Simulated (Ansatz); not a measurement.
C3H9FSi, singlet, at a GFN2-xTB geometry; SC-NEVPT2/6-31G, CASSCF(4,6) (Ansatz, a quantum-chemistry and plane-wave program).

The Ansatz input:
Ansatz 0.2 input:
```yaml
crystal:
  periodic: [false, false, false]
  atoms:
    - {symbol: Si, position_ang: [0.98344795, -0.48385720, 0.05591295]}
    - {symbol: F, position_ang: [2.39591589, 0.09738130, -0.46848746]}
    - {symbol: C, position_ang: [-0.30072375, 0.88068690, -0.24090346]}
    - {symbol: C, position_ang: [-1.62136418, 0.69437175, 0.50509836]}
    - {symbol: C, position_ang: [-2.35070158, -0.57570849, 0.08876617]}
    - {symbol: H, position_ang: [0.78028706, -1.68483745, -0.74318927]}
    - {symbol: H, position_ang: [1.20201134, -0.75349245, 1.47100229]}
    - {symbol: H, position_ang: [0.13506407, 1.83841344, 0.05641099]}
    - {symbol: H, position_ang: [-0.51123595, 0.96284002, -1.31040407]}
    - {symbol: H, position_ang: [-2.26801658, 1.55490592, 0.31136161]}
    - {symbol: H, position_ang: [-1.43103789, 0.66420644, 1.58024836]}
    - {symbol: H, position_ang: [-1.76853958, -1.45563613, 0.35264126]}
    - {symbol: H, position_ang: [-3.31697804, -0.64107507, 0.58423513]}
    - {symbol: H, position_ang: [-2.51633187, -0.58385676, -0.98646673]}
basis:
  gaussian:
    orbitals: 6-31G
magnetization: {spin_polarized: false}
correlation: {method: sc_nevpt2, electrons: all, active_space: {window: {electrons: 4, orbitals: 6}}}
```

Problem. What does Ansatz print? Leave out banner, timings and long lists.

Solution. 
```
Functional definition: HF
884 factors; integrals over basis functions are off by at most 1.8e-4 eV
mean field evaluation 1: about -13797.1547 eV, gradient 3.2e1 eV
mean field evaluation 2: about -13797.1535 eV, gradient 3.2e1 eV
mean field evaluation 4: about -13799.6914 eV, gradient 2.8e0 eV
mean field evaluation 8: about -13799.7145 eV, gradient 4.8e-5 eV
mean field -13799.71454225 eV, -507.1301556451 hartree, gradient 1.6e-6 eV, S^2 0.000000; 0 other end points of the search recorded, 0 dependent functions left out
reference -13799.71454225 eV, -507.1301556451 hartree; 25, 25 occupied and 42, 42 virtual orbitals, 884 factors
state -13800.85511062 eV, -507.1720707598 hartree
state -13800.85511062 eV, -507.1720707598 hartree; corrected -13812.23699517 eV, -507.5903473021 hartree
state -13800.76805433 eV, -507.1688715000 hartree
state -13800.76805433 eV, -507.1688715000 hartree; corrected -13812.25485054 eV, -507.5910034747 hartree
state -13800.76805433 eV, -507.1688715000 hartree; corrected -13812.25485054 eV, -507.5910034747 hartree
WARN: the results are in doubt because another end's mean lies 0.087 eV lower, and its corrected mean 0.018 eV higher
Total energy: -13812.25485054 eV, -507.5910034747 hartree
In doubt: another end's mean lies 0.087 eV lower, and its corrected mean 0.018 eV higher
```
